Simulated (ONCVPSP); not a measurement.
Configuration tests for gold (Au) (ONCV)

| Item | Value |
| --- | --- |
| Element | Au (Z = 79) |
| Generator | ONCVPSP 4.0.1 |
| Type | optimised norm-conserving Vanderbilt (ONCV) |
| Functional | LDA (Perdew-Wang 92) |
| Relativity | fully relativistic |
| Frozen core | [Kr] 4d10 4f14 |
| Valence charge | 19 |
| Reference configuration | 5s2 5p6 5d8 (charge +3) |
| Partial waves | 5s: rc 1.05 bohr, ncon 4, nbas 9, qcut 5.8 1/bohr, 2 projectors, debl 3.1 Ha; 5p: rc 1.25 bohr, ncon 4, nbas 8, qcut 6.2 1/bohr, 1 projector; 5d: rc 1.35 bohr, ncon 4, nbas 7, qcut 8.1 1/bohr, 2 projectors, debl 1.6 Ha; f scattering state at 0.11 Ha: rc 1.45 bohr, ncon 4, nbas 9, qcut 8.1 1/bohr, 2 projectors, debl 3.1 Ha |
| Local potential | polynomial inside 0.70 bohr (lpopt 5, dvloc0 6 Ha) |
| Core correction | Teter function, fcfact 3, rcfact 1.5 |

Open shells are filled in proportion to 2j + 1.

In the s channel the program set the typed energies aside and used -5.320, 0.250 Ha.

Energies are relative to the spin-unpolarised reference configuration 5s2 5p6 5d8; without spin polarisation the order of configurations can differ from experiment.

```
valence configuration  charge  ΔE all-electron (eV)  error AE − PS (meV)
     5s2 5p6 5d10 6s1       0               -65.479                 -7.0
         5s2 5p6 5d10      +1               -55.696                 -9.0
```

(1) What are ΔE and the potential's error for 5s2 5p6 5d9 6s1?

(2) What are ΔE and the potential's error for 5s2 5p6 5d9?

Levels in the configuration 5s2 5p6 5d10:

| level | all-electron (eV) | pseudo (eV) |
| --- | --- | --- |
| 5s j=1/2 | -117.069 | -117.045 |
| 5p j=3/2 | -64.177 | -64.157 |
| 5p j=1/2 | -80.828 | -80.804 |
| 5d j=5/2 | -15.018 | -15.014 |
| 5d j=3/2 | -16.598 | -16.591 |

Note: ghosts flagged at negative energy: s at -234.5 eV, p3/2 at -124.6 eV, p1/2 at -77.2 eV; no localised positive-energy state flagged. A true bound ghost makes a file unfit for plane-wave use.

## Answers

(1) ΔE = -53.072 eV all-electron; the error (AE − PS) is -4.2 meV.

(2) ΔE = -34.173 eV all-electron; the error (AE − PS) is -3.4 meV.
